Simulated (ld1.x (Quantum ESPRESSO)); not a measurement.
**Which change was made? (Cl, ultrasoft)**

```json
{
 "Element": "Cl",
 "Generator": "ld1.x (Quantum ESPRESSO) 7.5",
 "Type": "ultrasoft",
 "Functional": "PBE",
 "Relativity": "non-relativistic",
 "Frozen core": "[Ne]",
 "Valence charge": "7",
 "Reference configuration": "3s2 3p5",
 "Partial waves": "3s (bound): rcut 1.25, rcutus 1.50 bohr; 3s channel at -1.2 Ry: rcut 1.25, rcutus 1.50 bohr; 3p (bound): rcut 1.10, rcutus 1.40 bohr; 3p channel at 0.1 Ry: rcut 1.10, rcutus 1.40 bohr; 3d channel at -0.1 Ry: rcut 1.35, rcutus 1.75 bohr; 3d channel at 2.25 Ry: rcut 1.35, rcutus 1.75 bohr",
 "Local potential": "all-electron potential smoothed inside 1.70 bohr (lloc = -2)",
 "Core correction": "none",
 "Augmentation charge": "PSQ, radius 1.05 bohr"
}
```

Cutoffs, loose and tight: the cutoffs (Ry, on a coarse ladder) from which the occupation-weighted sum of valence levels, in a spherical-Bessel basis at the reference potential, stays within 10 and 1 mRy of its value at 400 Ry. They do not see the model core or the augmentation charge, which bear on the density cutoff. Test errors are all-electron minus pseudo excitation energies from the reference, over the configurations 3s2 3p4; 3s2 3p3; 3s2 3p2; 3s2 3p4.5; 3s2 3p1; 3s2 3p5.3; 3s1 3p6; variants that change the core or the reference have their own tests.

The base gives: outcome: generated; cutoff, loose: 25 Ry; cutoff, tight: 40 Ry; bound ghosts: none; largest test error (meV): +53.

Q: After one change the result is: outcome: generated; cutoff, loose: 18 Ry; cutoff, tight: 30 Ry; bound ghosts: none; largest test error (meV): +90. Which change was it?
A. waves 3p (bound): rcut 1.10, rcutus 2.02 bohr; 3p channel at 0.1 Ry: rcut 1.10, rcutus 2.02 bohr
B. waves 3p (bound): rcut 1.10, rcutus 1.64 bohr; 3p channel at 0.1 Ry: rcut 1.10, rcutus 1.64 bohr
C. waves 3p (bound): rcut 0.96, rcutus 1.02 bohr; 3p channel at 0.1 Ry: rcut 0.96, rcutus 1.02 bohr
D. waves 3p (bound): rcut 1.10, rcutus 1.22 bohr; 3p channel at 0.1 Ry: rcut 1.10, rcutus 1.22 bohr

A: A. The others give: waves 3p (bound): rcut 0.96, rcutus 1.02 bohr; 3p channel at 0.1 Ry: rcut 0.96, rcutus 1.02 bohr → outcome: generated; cutoff, loose: 50 Ry; cutoff, tight: 70 Ry; bound ghosts: none; largest test error (meV): +78 | waves 3p (bound): rcut 1.10, rcutus 1.64 bohr; 3p channel at 0.1 Ry: rcut 1.10, rcutus 1.64 bohr → outcome: generated; cutoff, loose: 25 Ry; cutoff, tight: 35 Ry; bound ghosts: none; largest test error (meV): +72 | waves 3p (bound): rcut 1.10, rcutus 1.22 bohr; 3p channel at 0.1 Ry: rcut 1.10, rcutus 1.22 bohr → outcome: generated, overlap not positive; bound ghosts: not determined (overlap not positive); largest test error (meV): +29. A file whose overlap is not positive is unfit for use, and its test errors describe a broken file.
